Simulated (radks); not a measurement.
Results of a calculation; reference values are marked as such.
Problem. Species: the europium ion Eu25+. Configuration: [Kr] 4d2. Code: a radial shooting solver on a logarithmic mesh with Libxc functionals. Model: non-relativistic Kohn-Sham, TPSS, spin-polarised, spherical densities, point nucleus; open shells are filled with parallel spins first (spin-orbit coupling, left out, can overturn this in heavy ions); meta-GGA in the generalised Kohn-Sham scheme; relativity is left out, which matters for an element this heavy. Some entries of the table are withheld. Estimate them.

orbital  occ.  eigenvalue (eV)  <1/r> (bohr^-1)  <r> (bohr)
1s down     1        -46383.89            62.47     0.02408
1s up       1        -46383.88            62.47     0.02408
2s up       1        -8029.440            14.52      0.1025
2s down     1        -8027.830            14.52      0.1025
2p up       3        -7669.851            14.53     0.08701
2p down     3        -7668.648            14.53     0.08701
3s up       1        -2359.760            5.511      0.2631
3s down     1        -2359.217            5.513      0.2630
3p up       3        -2201.758            5.447      0.2527
3p down     3        -2201.020            5.448      0.2526
3d up       5        -1911.314            5.341      0.2242
3d down     5        -1909.898            5.341      0.2241
4s up       1              (1)              (2)      0.5477
4s down     1              (3)              (4)      0.5482
4p up       3        -932.2600            2.516      0.5505
4p down     3        -927.3096            2.514      0.5510
4d up       2        -817.3687            2.395      0.5501
4d down     0        -812.4658            2.393      0.5508

Solution. 
(1) 4s up eigenvalue (eV): -997.3699
(2) 4s up <1/r> (bohr^-1): 2.579
(3) 4s down eigenvalue (eV): -992.4036
(4) 4s down <1/r> (bohr^-1): 2.576
